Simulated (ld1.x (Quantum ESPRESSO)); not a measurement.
## An all-electron radial function and its pseudo partner (samarium (Sm))

Columns: radius, all-electron u(r) and pseudo u(r) of the 6s shell (level -3.52 eV) of samarium in the configuration [Kr] 4d10 4f5.5 5s2 5p6 5d0.5 6s2 6p0; revPBE, non-relativistic, PAW scheme, ld1.x (Quantum ESPRESSO) 7.5.

```csv
r (bohr),all-electron,pseudo
0.132,0.0272,0.1533
0.265,0.0556,0.2964
0.398,-0.1144,0.4179
0.530,-0.1393,0.5091
0.663,-0.0422,0.5662
0.795,0.0819,0.5864
0.928,0.1798,0.5714
1.060,0.2327,0.5254
1.193,0.2431,0.4541
1.325,0.2192,0.3660
1.458,0.1709,0.2674
1.590,0.1079,0.1669
1.723,0.0365,0.0688
1.855,-0.0365,-0.0216
1.988,-0.1084,-0.1035
2.120,-0.1757,-0.1752
2.252,-0.2374,-0.2380
2.385,-0.2932,-0.2935
2.518,-0.3423,-0.3423
2.650,-0.3844,-0.3844
2.782,-0.4205,-0.4205
2.915,-0.4509,-0.4509
3.048,-0.4760,-0.4760
3.180,-0.4962,-0.4962
3.312,-0.5120,-0.5120
3.445,-0.5240,-0.5240
```

Q: How many radial nodes do the two functions have?

A: The all-electron 6s function has n − l − 1 = 5 (the table is too coarse to show those close to the nucleus); the pseudo-wave has 1, since 1 lower shell of the same l stays in the valence.

Q: At about which radius was the pseudo-wave matched?

A: 2.60 bohr. The columns agree to 0.0005 from 2.38 bohr on; several derivatives are matched, so the curves merge somewhat inside the radius.

Q: Is the pseudo-wave norm-conserving?

A: No, it belongs to a PAW set: the norm inside the radius is not constrained, and the difference is carried by the augmentation charge.
